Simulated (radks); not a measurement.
Problem. Xe II, configuration [Kr] 4d10 5s2 5p3 4f2 (not the ground configuration). All-electron calculation, scalar-relativistic Kohn-Sham, PW91, spin-unpolarised, spherical densities, finite nucleus; Fermi nuclear charge, rms radius 4.7859 fm. Program: a radial shooting solver on a logarithmic mesh with Libxc functionals. Some entries of the table are withheld. Estimate them.

orbital,occ.,eigenvalue (eV),<r> (bohr),r(max) (bohr)
1s,2,-34393.58,0.02666,(1)
2s,2,-5368.685,0.1146,0.09696
2p,6,-4819.831,0.1003,0.07779
3s,2,(2),0.3064,(3)
3p,6,-935.2577,0.3044,0.2728
3d,10,(4),0.2808,0.2259
4s,2,-215.4354,0.7166,0.6609
4p,6,-159.2812,0.7647,0.6932
4d,10,-77.3894,0.8752,0.7480
5s,2,-36.1256,1.779,1.595
5p,3,-23.3552,2.081,1.827
6s,0,-8.4205,4.451,3.995
5d,0,-8.3417,3.214,2.603
4f,2,-2.8942,4.712,(5)

Solution. 
(1) 1s r(max) (bohr): 0.01716
(2) 3s eigenvalue (eV): -1112.560
(3) 3s r(max) (bohr): 0.2789
(4) 3d eigenvalue (eV): -672.1825
(5) 4f r(max) (bohr): 2.623
